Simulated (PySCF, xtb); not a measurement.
Si(F)2(Me)(SeH) (CH4F2SeSi), SMILES C[Si](F)(F)[SeH].

Geometry: PBE0-D3(BJ)/def2-SVP. This is a generated structure with no PubChem entry under its InChIKey; it may be hypothetical. The values are those of a single conformer.

Level of theory: PySCF with C-PCM-M06-2X/def2-SVP.

The values are the electrostatic part of the solvation free energy, E(continuum) − E(gas) at the gas-phase geometry, in a cavity of scaled van der Waals radii (PySCF's table); cavitation and dispersion terms are not included. In vacuum the orbital gap is 9.39 eV. The dipole moment in vacuum is 2.71 D.

Computed values in water (ε = 78.36), dichloromethane (ε = 8.93), acetonitrile (ε = 35.69):
```
solvent              ε  ΔG(elec) (kcal/mol)  dipole (D)  gap (eV)
---------------  -----  -------------------  ----------  --------
water            78.36                 -4.8        3.46      9.68
dichloromethane   8.93                 -4.2        3.37      9.65
acetonitrile     35.69                 -4.7        3.45      9.68
```

For comparison, GFN2-xTB/ALPB(water) (xtb, at the GFN2-xTB geometry, all terms of that model) gives -2.2 kcal/mol.
